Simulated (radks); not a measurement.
All-electron atom: In36+ in [Ne] 3s2 3p1.

All-electron calculation, Dirac Kohn-Sham, PBE, spin-unpolarised, spherical densities, point nucleus; open shells are shared between the two j in proportion to 2j + 1. Program: a radial shooting solver on a logarithmic mesh with Libxc functionals.

Energy parts (hartree):
| part | energy |
|---|---|
| total | -4793.07863 |
| kinetic | 5081.06625 |
| electron-nucleus | -10410.06784 |
| Hartree | 627.54251 |
| exchange-correlation | -91.61955 |

Orbitals (lengths in bohr, moments of r in powers of bohr; r(90%) holds 90 % of the orbital's charge):
orbital      occ.  eigenvalue (hartree)     <r^2>  r(90%)
1s1/2           2             -1098.076  0.001193  0.0533
2s1/2           2             -227.3361   0.01875   0.195
2p1/2           2             -218.0467   0.01389   0.174
2p3/2           4             -210.0389   0.01510   0.181
3s1/2           2             -89.98014    0.1070   0.445
3p1/2    0.333333             -86.71661   0.09833   0.432
3p3/2    0.666667             -84.71077    0.1033   0.442

The highest occupied level is 3p3/2 at -2305.1 eV. For comparison, the ionisation energy in NIST's Atomic Spectra Database is 2373 eV (semi-empirical). In exact Kohn-Sham theory the highest level is minus the ionisation energy, but local and semilocal functionals leave it too shallow, through self-interaction and a potential that decays too fast; potentials with the right tail come closer. The density falls to 0.001 e/bohr^3 at r = 0.82 bohr. Summed over all electrons, <r^2> = 0.4438 bohr^2, which gives a Langevin (diamagnetic) susceptibility term of -0.351 x 10^-6 cm^3/mol.

Beside tabulated values, note that spin-unpolarised runs miss the spin-polarisation part of the exchange energy of open shells.
